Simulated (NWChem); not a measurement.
Species: BH$_{2}$O$_{2}$Cl; SMILES OB(Cl)O

```xyz
6

B     -0.0184     0.4438     0.0000
Cl     0.0236    -1.3417     0.0000
O     -1.2349     1.0493     0.0000
H     -1.1372     2.0197     0.0000
O      1.1362     1.1755     0.0000
H      1.9289     0.6109     0.0000
```
Atoms are numbered in this order, from 1.

Level: PBE-D3(BJ)/def2-SVP (NWChem), optimised geometry, unscaled harmonic frequencies. 

| frequency (cm⁻¹) | IR intensity (km/mol) |
|---|---|
| 331 | 5.2 |
| 390 | 17.4 |
| 462 | 170.5 |
| 526 | 19.5 |
| 595 | 61.0 |
| 640 | 60.4 |
| 966 | 126.2 |
| 989 | 103.6 |
| 1259 | 391.4 |
| 1449 | 305.0 |
| 3732 | 72.5 |
| 3760 | 76.5 |

```
Item                                                                               Result
-----------------------------------------------------------------------  ----------------
zero-point energy                                                           21.6 kcal/mol
thermal correction to the enthalpy at 298.15 K (with zero-point energy)     24.9 kcal/mol
heat capacity Cv                                                         14.6 cal/(mol K)
entropy at 298.15 K and 1 atm (symmetry number 1)                        68.9 cal/(mol K)
dipole moment                                                                      2.05 D
```

Rigid rotor and harmonic oscillator.
